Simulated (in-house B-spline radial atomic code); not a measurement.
Ionisation energies along the 35-electron series, configuration 1s2 2s2 2p6 3s2 3p6 3d10 4s2 4p1/2(2) 4p3/2(3), as differences of self-consistent energies. Dirac energy differences include first-order Breit, QED and recoil terms. NIST's values go from ground level to ground level; the uncertainty of those that are theory runs from under 0.1 % in few-electron ions to several per cent in heavy many-electron ones. Computed with a B-spline radial code for spherical atoms: Dirac-Hartree-Fock, jj configuration that fills j = l - 1/2 first, finite nuclei.

A number in brackets counts the electrons of a j subshell.

```csv
ion,configuration after,ionisation energy (eV),IE/(q+1)² (eV),-ε less Coulomb ΔSCF (eV),Breit and QED recoil part (eV),tabulated value (eV),computed minus tabulated (eV)
Ce23+,[Ar] 3d10 4s2 4p1/2(2) 4p3/2(2),785.8,1.3643,0.56579,-0.49448,785,0.8
Pr24+,[Ar] 3d10 4s2 4p1/2(2) 4p3/2(2),841.1,1.3457,0.56672,-0.54227,840,1.1
Nd25+,[Ar] 3d10 4s2 4p1/2(2) 4p3/2(2),898.1,1.3285,0.56773,-0.59288,896,2.1
Pm26+,[Ar] 3d10 4s2 4p1/2(2) 4p3/2(2),956.9,1.3126,0.56882,-0.64638,956,0.9
Sm27+,[Ar] 3d10 4s2 4p1/2(2) 4p3/2(2),1017.4,1.2977,0.56998,-0.70282,1016,1.4
Eu28+,[Ar] 3d10 4s2 4p1/2(2) 4p3/2(2),1079.8,1.2839,0.57119,-0.76239,1078,1.8
Gd29+,[Ar] 3d10 4s2 4p1/2(2) 4p3/2(2),1143.9,1.271,0.57244,-0.82506,1142,1.9
Tb30+,[Ar] 3d10 4s2 4p1/2(2) 4p3/2(2),1209.8,1.2589,0.57375,-0.89099,1208,1.8
Dy31+,[Ar] 3d10 4s2 4p1/2(2) 4p3/2(2),1277.5,1.2475,0.57509,-0.96019,1275,2.5
Ho32+,[Ar] 3d10 4s2 4p1/2(2) 4p3/2(2),1347.0,1.2369,0.57647,-1.0328,1346,1.0
Er33+,[Ar] 3d10 4s2 4p1/2(2) 4p3/2(2),1418.2,1.2268,0.57788,-1.1089,1416,2.2
Tm34+,[Ar] 3d10 4s2 4p1/2(2) 4p3/2(2),1491.3,1.2174,0.57932,-1.1885,1490,1.3
Yb35+,[Ar] 3d10 4s2 4p1/2(2) 4p3/2(2),1566.2,1.2085,0.58078,-1.2717,1564,2.2
Lu36+,[Ar] 3d10 4s2 4p1/2(2) 4p3/2(2),1642.8,1.2,0.58228,-1.3587,1641,1.8
Hf37+,[Ar] 3d10 4s2 4p1/2(2) 4p3/2(2),1721.3,1.192,0.58379,-1.4494,1719,2.3
Ta38+,[Ar] 3d10 4s2 4p1/2(2) 4p3/2(2),1801.6,1.1845,0.58533,-1.5441,1799,2.6
W39+,[Ar] 3d10 4s2 4p1/2(2) 4p3/2(2),1883.7,1.1773,0.58689,-1.6426,1882.9,0.8
Re40+,[Ar] 3d10 4s2 4p1/2(2) 4p3/2(2),1967.6,1.1705,0.58847,-1.7452,1966,1.6
Os41+,[Ar] 3d10 4s2 4p1/2(2) 4p3/2(2),2053.3,1.164,0.59007,-1.8519,2052,1.3
Ir42+,[Ar] 3d10 4s2 4p1/2(2) 4p3/2(2),2140.9,1.1579,0.59168,-1.9628,2139,1.9
Pt43+,[Ar] 3d10 4s2 4p1/2(2) 4p3/2(2),2230.3,1.152,0.59332,-2.078,2228,2.3
Au44+,[Ar] 3d10 4s2 4p1/2(2) 4p3/2(2),2321.5,1.1464,0.59497,-2.1976,2320,1.5
Hg45+,[Ar] 3d10 4s2 4p1/2(2) 4p3/2(2),2414.6,1.1411,0.59664,-2.3216,2412,2.6
Tl46+,[Ar] 3d10 4s2 4p1/2(2) 4p3/2(2),2509.5,1.136,0.59833,-2.4501,2508,1.5
```
